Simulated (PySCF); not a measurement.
Tm⁵⁶⁺: ionisation energy

Tm⁵⁶⁺ [Ne] 3s2 3p1 (2P) → Tm⁵⁷⁺ [Ne] 3s2 (1S), as a difference of total energies. Computed with PySCF 2.14 in an even-tempered Gaussian basis (17 s from 14 bohr⁻², ratio 2.5; 12 p from 18 bohr⁻², ratio 2.5; 4 d from 69 bohr⁻², ratio 2.7; 4 f from 100 bohr⁻², ratio 2.7), with the spin-free X2C one-electron Hamiltonian (Gaussian nucleus). Correlated levels: outer shells: 1s2 frozen; virtual orbitals above 40 to 60 times the deepest correlated orbital energy dropped. The calculations carry no spin-orbit coupling.

| method | ionisation energy (eV) |
| --- | --- |
| UHF | 5477.7 |
| LDA | 5479.3 |
| PBE | 5481.0 |
| PBE0 | 5480.4 |
| r2SCAN | 5480.2 |
| r2SCANh | 5480.1 |
| BHandHLYP | 5480.6 |
| MP2 (outer shells) | 5478.3 |
| SCS-MP2 (outer shells) | 5478.2 |

A first-order spin-orbit estimate (lowest level to lowest level, LS coupling) adds 162.4 eV.

Breit and QED terms and the two-electron picture change are absent.

First order in ζ underestimates the shift of j = l − 1/2 levels at high Z.

For comparison: 5656 ± 5 eV (theoretical estimate listed by NIST; NIST Atomic Spectra Database, ionization energies).
